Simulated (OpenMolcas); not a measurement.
**4d2 along the 38-electron sequence**

- Program: OpenMolcas 26.06
- Method: SS-CASPT2, IPEA 0.25 Eh, imaginary shift 0.1 Eh
- Basis: ANO-R2
- Scalar Hamiltonian: X2C, finite nucleus
- Spin-orbit coupling: RASSI with atomic mean-field integrals over the reference wave functions, term energies averaged over their components

Active space for each ion: 2 electrons in 10 orbitals (4d 5d); closed shells correlated by CASPT2: 4s 4p.

Computed levels in cm-1 above 3F2:

```
                               Level   Zr2+   Nb3+   Mo4+   Tc5+   Ru6+   Rh7+
                                 3F3    716   1080   1575   2090   2750   3530
                                 3F4   1553   2320   3350   4400   5710   7220
                                 1D2   5700   7850   9960  11530  13190  14860
                                 3P0   8160  10060  11600  12940  14360  15770
                                 3P1   8440  10470  12230  13800  15530  17330
                                 3P2   8970  11350  13670  15830  18330  21010
                                 1G4  11180  14130  16790  19090  21740  24240
                                 1S0  23420  31880  38000  43370  48730  53990
weight of 3F in the lowest level (%)     99     98     98     98     97     96
```

Mixed levels, with the weight of the term that names them: Ru6+ 1D2 (73 %), Rh7+ 1D2 (69 %), Rh7+ 3P2 (72 %).

Measured, with the error of the calculation in %. Measured levels: Zr2+ from Moore, Atomic Energy Levels, vol. II, NSRDS-NBS 35 (1971 reprint of NBS Circular 467, 1952); NIST levels as listed in Rynkun, Gaigalas and Jonsson, Astron. Astrophys. 637, A10 (2020); Mo4+ from Sugar and Musgrove, J. Phys. Chem. Ref. Data 17, 155 (1988).

```
Level          Zr2+          Mo4+
  3F3    681 (+5.2)   1578 (-0.2)
  3F4   1486 (+4.5)   3357 (-0.2)
  1D2   5742 (-0.8)  10190 (-2.3)
  3P0   8062 (+1.3)  11161 (+3.9)
  3P1   8326 (+1.3)  11807 (+3.6)
  3P2   8838 (+1.4)  13408 (+1.9)
  1G4  11049 (+1.2)  16354 (+2.7)
  1S0  23979 (-2.3)  37738 (+0.7)
```

The fine-structure level 3F4 changes by a factor of 4.65 from Zr2+ to Rh7+. Its fourth root runs 6.28, 6.94, 7.61, 8.14, 8.69, 9.22, with steps per unit of Z of 0.66, 0.67, 0.54, 0.55, 0.53; equal steps would mean a (Z - σ)^4 law with constant σ.

1D2 changes by a factor of 2.61 over the same range, with steps per unit of Z of +2150, +2110, +1570, +1660, +1670 cm-1.

CASPT2 does not keep the components of a term degenerate, so their means are used; among the terms shown or strongly mixed into the levels shown the widest spread is 970 cm-1 (4d2 1G, Rh7+). Active for correlation alone: 5d; no level in the range computed is led by a configuration that fills it, so any true level of that kind is missing. Computed and measured levels are paired by configuration, term and J; levels that our copy of the source lacks, or whose pairing is in doubt (as where it misses far off the trend of its configuration), stay unpaired and out of the deviations. Only configurations of the active space appear.
